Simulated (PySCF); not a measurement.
C6H11BO2Si2, SMILES OB(O)[SiH2][SiH2]c1ccccc1, singlet (GFN2-xTB optimised geometry):

```
22

O     -3.705    -4.381    -3.522
B     -2.761    -4.311    -2.540
O     -2.719    -5.348    -1.675
Si    -1.477    -2.848    -2.233
Si    -1.411    -2.039    -0.058
C     -0.451    -0.414     0.000
C     -1.100     0.816    -0.007
C     -0.391     2.004    -0.008
C      0.993     1.982    -0.004
C      1.659     0.767     0.000
C      0.940    -0.414     0.000
H     -3.750    -3.662    -4.149
H     -3.355    -6.047    -1.844
H     -1.740    -1.716    -3.158
H     -0.105    -3.230    -2.623
H     -2.740    -1.754     0.515
H     -0.755    -2.949     0.894
H     -2.181     0.842    -0.008
H     -0.916     2.949    -0.011
H      1.552     2.907    -0.003
H      2.740     0.744     0.004
H      1.467    -1.358     0.004
```

Level of theory: PBE/def2-SVP (PySCF).

### Question
What are the frontier orbital energies and the dipole moment?

### Answer
HOMO-2 -6.78 eV, HOMO-1 -6.24 eV, HOMO -6.00 eV, LUMO -1.34 eV, LUMO+1 -1.01 eV; dipole moment 1.81 D.

On the same geometry PBE0/def2-SVP (PySCF) gives HOMO-2 -8.07 eV, HOMO-1 -7.28 eV, HOMO -7.03 eV, LUMO -0.52 eV, LUMO+1 -0.13 eV; dipole moment 1.77 D.

Meta-Löwdin charges at PBE/def2-SVP: O1 -0.45, B2 0.20, O3 -0.44, Si4 0.15, Si5 0.34, C6 -0.19, C7 -0.10, C8 -0.11, C9 -0.10, C10 -0.11, C11 -0.10, H12 0.34, H13 0.32, H14 -0.08, H15 -0.06, H16 -0.08, H17 -0.07, H18 0.10, H19 0.11, H20 0.11, H21 0.11, H22 0.10.
